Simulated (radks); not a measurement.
The numbers below are computed, except where a source is named.
Question: Ionisation of the gold ion Au3+, [Xe] 4f14 5d8, to [Xe] 4f14 5d7 as the strength of local exchange is varied. Code: a radial shooting solver on a logarithmic mesh with Libxc functionals. Model: scalar-relativistic Kohn-Sham, Slater X-alpha exchange (alpha = 2/3 is LDA exchange), no correlation, spin-polarised, spherical densities, finite nucleus; open shells are filled with parallel spins first (spin-orbit coupling, left out, can overturn this in heavy ions); Fermi nuclear charge, rms radius 5.4371 fm.

alpha  E(Au3+) (hartree)  exchange (hartree)  IE (eV)  -e of the level emptied (eV)  <r> of it (bohr)
0.614        -18959.4613           -314.8723   44.186                   37.459 (5d)             1.458
0.667        -18986.8147           -342.5644   45.244                   38.476 (5d)             1.445
0.842        -19077.4234           -434.5774   48.855                   41.960 (5d)             1.404
0.857        -19085.2106           -442.5053   49.173                   42.268 (5d)             1.401
x            -18930.6042           -285.7011   43.087                   36.404 (5d)             1.472

Which alpha was used in the last row?

Answer: alpha = 0.558. NIST Atomic Spectra Database: 45 +/- 1.7 eV (theoretical). The Delta-SCF value meets it near alpha = 0.65. Open shells are spherical and high-spin; term and fine-structure splittings are not resolved. Spin-orbit splitting is averaged out at the scalar-relativistic level.
